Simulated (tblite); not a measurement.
C5H7P2 (charge -1).
SMILES with atom numbers: `[CH3:1][CH2:2][c:3]1[p:4][cH:5][cH:6][p-:7]1` (hydrogens: H8, H9, H10 on C1; H11, H12 on C2; H13 on C5; H14 on C6)

Geometry (GFN2-xTB, Å), atoms numbered from 1 in this order:
```xyz
14
C5H7P2 angstrom
C     -2.1683    0.3950   -0.4528
C     -1.3709   -0.4895    0.5043
C      0.1095   -0.2929    0.3174
P      1.0155   -1.2815   -0.7925
C      2.5115   -0.4326   -0.5071
C      2.4884    0.6051    0.3830
P      0.9652    0.9769    1.1460
H     -1.8969    0.1587   -1.4807
H     -1.9265    1.4407   -0.2683
H     -3.2436    0.2505   -0.3256
H     -1.6494   -0.2427    1.5348
H     -1.6268   -1.5390    0.3211
H      3.4173   -0.7343   -1.0235
H      3.3746    1.1851    0.6217
```

Level: GFN2-xTB in tblite, geometry and Hessian alike; calculated harmonic values, unscaled, isolated species. Errors from tens to a few hundred cm⁻¹ against measured bands are possible. One conformer, not necessarily the lowest.

Harmonic wavenumbers (cm⁻¹): 34.1, 129.1, 201.9, 248.3, 288.9, 391.8, 410.1, 487.0, 596.1, 627.4, 683.7, 789.7, 792.5, 822.0, 872.9, 936.5, 991.7, 1072.2, 1089.3, 1145.8, 1196.5, 1254.2, 1272.5, 1313.4, 1392.8, 1406.2, 1477.0, 1497.1, 1510.4, 2909.7, 2926.5, 2959.8, 2966.2, 2984.4, 3010.6, 3016.4.

A = 2887, B = 1624, C = 1133 MHz; mass 129.002 u (most abundant isotopes); point group Cs, symmetry number 1.

**Question.** What is the zero-point energy?

**Answer.** Half the sum of the wavenumbers: 22852 cm⁻¹ = 273.37 kJ/mol.

**Question.** What is S at 500 K and 1 bar for an ideal gas of classical rigid rotors and harmonic oscillators?

**Answer.** Translation 180.21, rotation 125.67, vibration 140.86: S = 446.7 J/(mol K).

**Question.** And Cp and H(500 K) − H(0)?

**Answer.** Cp = 181.13 J/(mol K), of which vibrations give 147.88 (their classical limit is 36 R = 299.3); H(500 K) − H(0) = 53.72 kJ/mol without the zero-point energy, 37.09 from vibrations.

**Question.** Which modes carry the vibrational entropy at 500 K?

**Answer.** 34.1 cm⁻¹: 27.62; 129.1 cm⁻¹: 16.60; 201.9 cm⁻¹: 12.95; 248.3 cm⁻¹: 11.28; 288.9 cm⁻¹: 10.09; 391.8 cm⁻¹: 7.74 J/(mol K); the other 30 give 54.59 together.

**Question.** How do the functions run with temperature in this model?

**Answer.** 
| T (K) | S (J/(mol K)) | Cp (J/(mol K)) | H − H(0) (kJ/mol) | G − H(0) (kJ/mol) | ln q(vib) |
| --- | --- | --- | --- | --- | --- |
| 150 | 302.2 | 75.2 | 7.95 | -37.38 | 2.00 |
| 250 | 348.1 | 107.6 | 17.07 | -69.95 | 3.64 |
| 298.15 | 368.4 | 123.5 | 22.64 | -87.20 | 4.46 |
| 400 | 409.2 | 155.1 | 36.87 | -126.83 | 6.24 |
| 600 | 481.7 | 202.2 | 72.93 | -216.09 | 9.80 |
| 900 | 572.7 | 245.8 | 140.73 | -374.74 | 14.94 |

q(vib) and H(0) count from the zero-point level.

**Question.** Blend soft modes into free rotors: weight 1/[1 + (100 cm⁻¹/ν̃)⁴] for the oscillator and the rest for a rotor with moment μB/(μ + B), μ = h/(8π²ν), B = 10⁻⁴⁴ kg m². What vibrational entropy results?

**Answer.** 130.87 J/(mol K) in place of 140.86, which changes −T·S at 500 K by +5.00 kJ/mol.

Hindered rotation and anharmonicity are outside this model. Other conformers, if any are populated, would add a mixing term that is left out.
